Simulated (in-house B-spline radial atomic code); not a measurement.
A run on neutral sulfur (an excited or competing configuration) that did not converge. Method: non-relativistic wB97X, spin-polarised, spherical fractional occupations, point nucleus; computed with an all-electron radial atomic-structure program (B-spline basis).

Command:
```bash
python run_scf.py task.json out
```
Settings:
```
Z                16
configuration    [He] 2s2 2p5 3s2 3p4 4f1
hamiltonian      nr
method           wb97x
spin_polarised   True
```

First and last ten iterations of the last attempt (damped for 15 steps, keeping 80 % of the old Fock matrix, then DIIS):
```
 iter        energy (Eh)    residual
    1        -387.599611    2.65e-01
    2        -390.851210    1.29e-01
    3        -391.149459    9.05e-02
    4        -391.310104    6.53e-02
    5        -391.397954    4.82e-02
    6        -391.446256    3.80e-02
    7        -391.472719    2.95e-02
    8        -391.487343    2.28e-02
    9        -391.495499    1.75e-02
   10        -391.499894    1.34e-02
  111        -391.506207    9.72e-04
  112        -391.506116    6.68e-04
  113        -391.505009    1.18e-03
  114        -391.504371    1.36e-03
  115        -391.504038    1.50e-03
  116        -391.504455    1.29e-03
  117        -391.505006    1.42e-03
  118        -391.505244    1.35e-03
  119        -391.505209    1.53e-03
  120        -391.505943    9.02e-04
 not converged after 120 iterations
```

The smallest residual met was 4.6e-04; the threshold is about 2e-07. No energy from this run should be used. Cost of the run: 6.8 s on 1 thread of Arm Neoverse V1, with other jobs on the host.
